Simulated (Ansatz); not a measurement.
Reactions of `I[SiH]1CO1`.

Program: Ansatz. Geometries: PBE0-D4/def2-TZVP. ΔE: electronic, gas phase. CBS: MP2 limit from def2 TZ/QZ plus the TZ coupled-cluster correction, frozen cores. This one scheme is used for every species, atoms too. No spin–orbit coupling; open shells (•) take unrestricted orbitals. Spin–orbit coupling would lower the free atoms: a little for C, O, Si; strongly for I. def2 core potentials past Kr. Bonds to Br, I, Te are less sure, by a few kJ/mol each and by 10 to 20 or more in all where they break to atoms, as the def2 sets lack core-valence functions. Scalar relativity is left out up to krypton. Each species was taken in one conformer, which may not be the lowest.

```tsv
reaction	CCSD(T)/CBS(def2) (kJ/mol)
`I[SiH]1CO1` → C• + 3 H• + I• + O• + Si•	2413
`I[SiH]1CO1` + HCl → `Cl[SiH]1CO1` + HI	-10
`I[SiH]1CO1` + H₂S → `S[SiH]1CO1` + HI	26
`I[SiH]1CO1` + H₂Te → `[TeH][SiH]1CO1` + HI	?
`I[SiH]1CO1` + HBr → `Br[SiH]1CO1` + HI	-8
`I[SiH]1CO1` + `CBO` → `CB(O)[SiH]1CO1` + HI	110
`I[SiH]1CO1` + H–F → `F[SiH]1CO1` + HI	?
```

**Question.** Fill in the missing values. (Estimate.)

**Answer.** Computed: `I[SiH]1CO1` + H₂Te → `[TeH][SiH]1CO1` + HI: +22.6 kJ/mol; `I[SiH]1CO1` + H–F → `F[SiH]1CO1` + HI: -48.3 kJ/mol.

Largest T1 diagnostic: 0.015, for `CB(O)[SiH]1CO1`.
